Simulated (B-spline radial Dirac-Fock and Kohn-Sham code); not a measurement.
## How the levels of holmium move as electrons are removed

The computed values come from a radial B-spline solver: Dirac-Fock ΔSCF + Breit + QED. Each ion is free and in its tabulated ground configuration. The model has no electron correlation.

Reference: Ho²¹⁺, [Kr] 4d10, with K 56221.5 eV, L3 8682.5 eV, M1 2752.4 eV, N2 918.3 eV, N3 871.9 eV, Kα1 (K-L3) 47539.0 eV, Kβ1 (K-M3) 53859.5 eV, Lℓ (L3-M1) 5930.1 eV. Shifts from it, in eV (a dash: the subshell is empty, belongs to an open shell averaged over j, or its hole state is left out as unreliable):

```csv
ion,configuration,K,L3,M1,N2,N3,Kα1,Kβ1,Lℓ
Ho²²⁺,[Kr] 4d9,+54.5,+54.3,+50.4,+40.9,+40.2,+0.23,+4.25,+3.90
Ho²³⁺,[Kr] 4d8,+110.2,+109.7,+101.7,+82.5,+81.0,+0.51,+8.79,+8.03
Ho²⁴⁺,[Kr] 4d7,+167.2,+166.4,+154.0,+124.6,+122.4,+0.83,+13.62,+12.41
Ho²⁵⁺,[Kr] 4d6,+225.4,+224.2,+207.1,+167.3,+164.3,+1.20,+18.75,+17.05
Ho²⁶⁺,[Kr] 4d5,+284.8,+283.2,+261.2,+210.6,+206.9,+1.61,+24.19,+21.93
Ho²⁷⁺,[Kr] 4d4,+345.4,+343.3,+316.2,+254.5,+250.0,+2.07,+29.93,+27.07
Ho²⁸⁺,[Kr] 4d3,+407.2,+404.6,+372.1,+298.9,+293.6,+2.59,+35.99,+32.47
Ho²⁹⁺,[Kr] 4d2,+470.2,+467.1,+428.9,+343.9,+337.9,+3.15,+42.36,+38.13
```

Over this range K (1s) moves by +470.2 eV and Kα1 by +3.2 eV: a line is a difference of two levels that shift in the same direction.
